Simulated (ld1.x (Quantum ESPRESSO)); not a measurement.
# Sb: excitation energies, all-electron against PAW

- Element: antimony (Sb)
- Generator: ld1.x (Quantum ESPRESSO) 7.5
- Type: PAW
- Functional: LDA (PZ)
- Relativity: scalar-relativistic
- Frozen core: [Kr]
- Valence charge: 15
- Reference configuration: 4d10 5s2 5p3
- Partial waves: 5s (bound): rcut 1.75, rcutus 2.25 bohr; 5s channel at 1.4 Ry: rcut 1.75, rcutus 2.25 bohr; 5p (bound): rcut 1.45, rcutus 1.80 bohr; 5p channel at 2.3 Ry: rcut 1.45, rcutus 1.80 bohr; 4d (bound): rcut 1.35, rcutus 1.80 bohr; 4d channel at -0.65 Ry: rcut 1.35, rcutus 1.80 bohr
- Local potential: all-electron potential smoothed inside 1.50 bohr (lloc = -1)
- Core correction: Bessel-smoothed model core, default radius (core density twice the valence density)
- Augmentation charge: BESSEL, radius 1.15 bohr

Energies are relative to the spin-unpolarised reference configuration 4d10 5s2 5p3; without spin polarisation the order of configurations can differ from experiment. Spin-polarised rows fill each open shell by Hund’s rule, majority spin first.

```
        valence configuration  charge  ΔE all-electron (eV)  error AE − PS (meV)
                 4d10 5s2 5p2      +1                 8.521                 -2.3
                 4d10 5s2 5p1      +2                24.774                 -7.9
                 4d10 5s2 5p0      +3                49.559                  -19
                  4d9 5s2 5p3      +1                40.796                 -332
                  4d9 5s2 5p4       0                31.004                 -308
4d10 5s2 5p3 (spin-polarised)       0                -1.092                 -0.2
4d10 5s2 5p2 (spin-polarised)      +1                 7.930                 -2.5
```

(1) What are ΔE and the potential's error for 4d10 5s1 5p4?

(2) What are ΔE and the potential's error for 4d10 5s1 5p3?

Note: ghost states, extra bound levels that the all-electron valence spectrum of the same l lacks: s at -81.7 eV, p at -38.6 eV. A true bound ghost makes a file unfit for plane-wave use.

Results:

(1) ΔE = 8.209 eV all-electron; the error (AE − PS) is -0.6 meV.

(2) ΔE = 17.339 eV all-electron; the error (AE − PS) is -3.6 meV.
